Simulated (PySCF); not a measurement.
What settings do to a single point of Pb(CH3)F

The sound run of Pb(CH3)F (singlet) uses PySCF 2.14.0, RKS B3LYP, Pb def2-SVP with ECP60, C def2-SVP, H def2-SVP, F def2-SVP; non-relativistic Hamiltonian with scalar-relativistic core potentials where named; density fitting; no spin-orbit coupling, grid (50, 194), threshold 1e-8 Eh and 55 cycles, at the relaxed geometry:

```xyz
6

Pb   -0.0199    0.0161   -0.2112
C     1.8921   -0.0015    1.1097
H     2.7848   -0.2423    0.5098
H     2.0237    0.9959    1.5637
H     1.7754   -0.7358    1.9226
F    -1.3429   -0.0364    1.3902
```

There Pb1 has a Mulliken charge of 0.69 e and the dipole about the centre of mass is 3.39 D. Each run below changes one thing and starts from free metal ions and neutral atoms unless it says otherwise; with 55 cycles, smearing, a level shift and second-order steps follow where DIIS fails, and their cycles count. Energy shifts count from the sound run.

```json
{"change": "charge changed by +1, spin kept, limit 93 cycles", "outcome": "refused", "cycles": "–", "energy shift (eV)": "–", "largest force component (eV/Å)": "–", "charge on Pb1 (e)": "–", "dipole about the centre of mass (D)": "–"}
{"change": "all coordinates × 1.05", "outcome": "converged", "cycles": "12", "energy shift (eV)": "0.28", "largest force component (eV/Å)": "1.75", "charge on Pb1 (e)": "0.72", "dipole about the centre of mass (D)": "3.94"}
```

One further run converged with energy shift (eV) 58.79, largest force component (eV/Å) 13.08, charge on Pb1 (e) -0.42, dipole about the centre of mass (D) 7.91. Which change was it?
A. spin (2S) set to 12, limit 75 cycles
B. start from a density of up to 30 smeared cycles (not counted)
C. grid (99, 590)

A.

And the other changes listed?


| change | outcome | cycles | energy shift (eV) | largest force component (eV/Å) | charge on Pb1 (e) | dipole about the centre of mass (D) |
| --- | --- | --- | --- | --- | --- | --- |
| start from a density of up to 30 smeared cycles (not counted) | converged | 7 | 0.0000 | 0.02 | 0.69 | 3.39 |
| grid (99, 590) | converged | 12 | 0.0017 | 0.04 | 0.69 | 3.39 |

Unsound on purpose, so not properties of the compound: spin (2S) set to 12, limit 75 cycles.

Forces carry noise of the integration grid, about 0.01 to 0.03 eV/Å.

A frequency check found unstable modes (1, the lowest at -46 cm⁻¹), so the relaxed geometry is probably a saddle point.
